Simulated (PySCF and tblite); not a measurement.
## Conformers and averaged properties: C4H6BrFO, numbered as in [F:1][C@H:2]1[CH2:3][C@H:4]([Br:5])[CH2:6][O:7]1

Search: ETKDG and KDG, MMFF94s, GFN2-xTB, 60 starts; geometries at GFN2-xTB. Weights use PBE0-D3(BJ)/def2-SVP (IEF-PCM, water) energies plus GFN2-xTB zero-point and thermal terms (modes under about 100 cm⁻¹ blended into free rotors). Symmetry numbers and mirror images are counted. Conformers within 2.5 kcal/mol (GFN2-xTB free energy) were kept, 6 at most. GIAO shieldings: KT3/pcSseg-1 (IEF-PCM, water). Couplings: B3LYP/6-31G* with pcJ-1 on H, F (gas phase; spin-dipole term only for pairs with B, N, F, Si or P). Couplings are for ¹⁹F, ¹H. H–H couplings come out 0.1 to 0.9 Hz lower than with pcJ-1 on all atoms. Shifts are against TMS (¹H), TMS (¹³C) at the same level; of two unlike H on one atom, a is the less shielded. (PySCF 2.14, tblite 0.8.)

The 5-ring runs over atoms 2–3–4–6–7.

| conformer | shape | symmetry | E(GFN2) kcal/mol | E(DFT) kcal/mol | G(298.15 K) kcal/mol | weight % | dipole D |
| --- | --- | --- | --- | --- | --- | --- | --- |
| 1 | 5-ring envelope (ring torsions 32, -19, -5, 27, -37°) | C1 | 0.01 | 0.02 | 0.00 | 58.1 | 0.98 |
| 2 | 5-ring twist (ring torsions -12, 30, -38, 30, -10°) | C1 | 0.00 | 0.00 | 0.20 | 41.9 | 2.05 |

Weights (%) against temperature:

| T (K) | 1 | 2 | S(mix) cal/mol/K |
| --- | --- | --- | --- |
| 250 | 58.4 | 41.6 | 1.35 |
| 298.15 | 58.1 | 41.9 | 1.35 |
| 350 | 58.0 | 42.0 | 1.35 |

Averaged shifts at 298.15 K. ¹H: 6.50 (H2, 1H), 4.95 (H4, 1H), 4.92 (H6a, 1H), 4.43 (H6b, 1H), 2.94 (H3a, 1H), 2.59 (H3b, 1H) ppm. ¹³C: 117.3 (C2), 81.8 (C6), 59.4 (C4), 50.3 (C3) ppm.

Averaged couplings (Hz): ²J(F1,H2) 70.3, ³J(F1,H3b) 26.6, ³J(F1,H3a) 14.9, ³J(H2,H3b) 5.1, ³J(H2,H3a) 0.4, ²J(H3b,H3a) -14.9, ³J(H3b,H4) 6.9, ³J(H3a,H4) 8.9, ³J(H4,H6a) 8.2, ³J(H4,H6b) 5.1, ²J(H6a,H6b) -11.0. Computed couplings to fluorine can be off by tens of per cent at such levels.

Coordinates of conformer 1 (Å):

```xyz
13

F     0.961   -1.133    1.620
C     0.511   -1.227    0.308
C    -0.879   -0.603    0.230
C    -0.500    0.870    0.121
Br   -1.845    1.938   -0.793
C     0.831    0.834   -0.641
O     1.327   -0.498   -0.518
H     0.576   -2.289    0.050
H    -1.385   -0.952   -0.671
H    -1.483   -0.831    1.105
H    -0.381    1.317    1.109
H     1.560    1.535   -0.227
H     0.703    1.041   -1.709
```

Spin–orbit effects of the heavy atoms on shieldings are missing. At a carbon that bears Br the missing effect is some 10 ppm, beside I tens of ppm. Shifts are unscaled: against experiment ¹³C can be off by 15 ppm or more and ¹H by 0.8 ppm.

Search and properties took 100 s on 1 thread of Arm Neoverse V2, shared host (rough), launched as `OMP_NUM_THREADS=1 python ens_run.py task.json out`.


Conformer gaps in def2-SVP on xTB geometries can be 2 kcal/mol too large for S=O, P=O and other polar bonds.